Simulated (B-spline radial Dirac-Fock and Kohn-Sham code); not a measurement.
## Kohn-Sham estimates against Dirac-Fock for the levels of Mo

System: neutral molybdenum, configuration 1s2 2s2 2p6 3s2 3p6 3d10 4s2 4p6 4d5 5p1 (not the ground configuration).

The density-functional columns are spherical, spin-unpolarised Dirac-Kohn-Sham results without Breit or QED terms: −ε is minus the orbital energy of the initial state and ΔSCF the difference of two total energies. The reference in the last column comes from ΔSCF Dirac-Fock with Breit, self-energy and vacuum polarisation, finite nucleus, configuration average. All numbers are from an atomic code on a B-spline grid, in eV; a selection of levels is shown. For the 1s level of heavy atoms much of the gap between ΔSCF and the reference is the Breit and QED part, -54.4 eV here; for other levels the error of the functional can be larger.

| level | LDA −ε | LDA ΔSCF | Dirac-Fock |
| --- | --- | --- | --- |
| 1s | 19786.3 | 20056.4 | 20008.5 |
| 2s | 2795.8 | 2840.2 | 2881.3 |
| 2p1/2 | 2574.0 | 2629.5 | 2635.6 |
| 2p3/2 | 2467.6 | 2520.6 | 2530.6 |
| 3s | 476.4 | 490.9 | 516.9 |
| 3p1/2 | 392.0 | 406.6 | 422.9 |
| 3p3/2 | 374.4 | 388.7 | 405.1 |
| 3d3/2 | 224.5 | 239.6 | 239.4 |
| 3d5/2 | 221.1 | 236.1 | 236.2 |
| 4s | 65.75 | 71.58 | 76.80 |
| 4p1/2 | 41.66 | 47.17 | 47.96 |
| 4p3/2 | 39.14 | 44.55 | 45.51 |
| 4d | 5.20 | 9.43 | 7.67 |
| 5p | 1.89 | 3.94 | 3.11 |

Values without a named source are computed, but for edge energies of neutral atoms, which are taken from tables.
